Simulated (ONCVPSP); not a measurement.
## Ranking ONCV potentials for scandium (Sc)

All share these settings but for the change named:

scandium (Sc), optimised norm-conserving Vanderbilt (ONCV), made with ONCVPSP 4.0.1 (LDA (Perdew-Zunger), scalar-relativistic). Core [Ne], reference 3s2 3p6 3d1 (charge +2). Waves: 3s: rc 1.05 bohr, ncon 4, nbas 8, qcut 7.1 1/bohr, 2 projectors, debl 3 Ha; 3p: rc 1.60 bohr, ncon 4, nbas 9, qcut 11 1/bohr, 2 projectors, debl 3.7 Ha; 3d: rc 1.45 bohr, ncon 4, nbas 9, qcut 8.5 1/bohr, 1 projector. Local part: polynomial inside 0.85 bohr (lpopt 2, dvloc0 6 Ha). Core correction: Teter function fitted to the true core (icmod 2), fcfact 0.2.

Test errors are all-electron minus pseudo excitation energies from the reference, over 3s2 3p6 3d1 4s2; 3s2 3p6 3d1 4s1; 3s2 3p6 3d0; 3s2 3p6 3d2 4s1. None of these files shows a bound ghost.

The base gives 40.8 meV.

Of 7 variants that were run, those that failed, showed a ghost or another fault, or gave nearly equal values are left out.

A variant can come out equal or close to the base, since the largest error may sit in a test that the change hardly touches while other tests move.

Question: Rank these variants by their largest absolute test error, smallest first.
A. s: qcut 5.3
B. s: qcut 8; p: qcut 12.5; d: qcut 9.6
C. all radii but the core radius scaled by about 1.35 (s 1.42, p 2.16, d 1.94 bohr); local potential polynomial inside 1.14 bohr (lpopt 2, dvloc0 6 Ha)

Answer: B (30.7 meV), A (41.1 meV), C (107.2 meV).
